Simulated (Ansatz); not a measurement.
Input file for Ansatz (a quantum-chemistry and plane-wave program): R-r2SCAN/def2-TZVPPD on HCl (SMILES Cl) with ghost functions, monomers drawn apart or pushed together. Files ending in .json are basis or fitting sets from the Basis Set Exchange.

Ansatz 0.2 input:
```yaml
crystal:
  periodic: [false, false, false]
  atoms:
    - {symbol: Cl, position_ang: [-0.44736345, 0.01661880, 0.25716943]}
    - {symbol: H, position_ang: [-0.30982662, 0.03203966, 1.54328828]}
basis:
  gaussian:
    orbitals: def2-TZVPPD.json
    ghost_atoms:
      - {symbol: C, position_ang: [0.47710781, 0.57553550, 4.74825598]}
      - {symbol: C, position_ang: [-0.38160841, -0.43070457, 4.85837932]}
      - {symbol: H, position_ang: [1.54086147, 0.40590376, 4.63364301]}
      - {symbol: H, position_ang: [0.15017582, 1.60802193, 4.77241187]}
      - {symbol: H, position_ang: [-1.44489650, -0.26093306, 4.97701638]}
      - {symbol: H, position_ang: [-0.05424210, -1.46311605, 4.83820441]}
hamiltonian:
  xc: {name: r2SCAN}
scf: {lower_state_search: off}
```

Output:

```
WARN ansatz: RAYON_NUM_THREADS=1 ignored (pool sized by the plan → 1); use --threads N
Functional definition: r2SCAN
these checks for a lower state are left out or cut short: stability, starts, cluster_reference, orbital_swaps, neighbouring_geometries, increment
integrals: 0.09 GiB planned
903 factors; their error is unknown
mean field: 0.78 GiB planned
mean field evaluation 1: about -12538.4039 eV, gradient 1.0e1 eV
mean field evaluation 2: about -12538.4535 eV, gradient 1.1e1 eV
mean field evaluation 4: about -12538.6564 eV, gradient 3.7e-1 eV
mean field evaluation 8: about -12538.6492 eV, gradient 1.6e-3 eV
mean field -12538.64920493 eV, -460.7868592795 hartree, gradient 8.8e-6 eV, S^2 0.000000; 0 other end points of the search recorded, 0 dependent functions left out
reference -12538.64922203 eV, -460.7868599080 hartree; 9, 9 occupied and 201, 201 virtual orbitals, 903 factors
Total energy: -12538.64922203 eV, -460.7868599080 hartree
Checks for a lower state left out: stability, starts, cluster_reference, orbital_swaps, neighbouring_geometries, increment
```

The run converged.

Cost: very roughly 2.1 core-seconds.
